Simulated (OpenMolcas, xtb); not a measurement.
A ladder of methods for CH7BSi2 (SMILES CB1[SiH2][SiH2]1)

CH7BSi2 has 11 atoms, charge 0, and is taken as a singlet. As SMILES, `CB1[SiH2][SiH2]1`. The shape is that of a PBE0-D4/def2-TZVP optimisation.

```
atom    x (Å)    y (Å)    z (Å)
   C  -0.2639   1.7935   0.0995
   B  -0.4506   0.2430  -0.0166
  Si   0.0188  -1.1486   1.1994
  Si   0.2103  -0.9829  -1.3188
   H   0.1656   2.1218   1.0488
   H  -1.2713   2.2291   0.0511
   H   0.3010   2.2380  -0.7230
   H  -0.4792  -2.5413   1.1070
   H   0.8769  -0.9754   2.4039
   H   1.2390  -0.6628  -2.3466
   H  -0.2812  -2.3712  -1.4842
```

Each level gives the dipole moment (D). The values are calculated.

```csv
level,kind,program,value (D)
GFN0-xTB,semi-empirical,xtb,1.19
HF/6-31G* (spherical functions),Hartree–Fock,OpenMolcas,0.26
SVWN5/6-31G* (spherical functions),LDA,OpenMolcas,0.42
PBE/6-31G* (spherical functions),GGA,OpenMolcas,0.40
TPSS/6-31G* (spherical functions),meta-GGA,OpenMolcas,0.39
B3LYP/6-31G* (spherical functions),global hybrid,OpenMolcas,0.33
B3LYP/6-31G* (Cartesian functions),global hybrid,OpenMolcas,0.33
```

The values span 0.26 to 1.19 D. Magnitudes only.
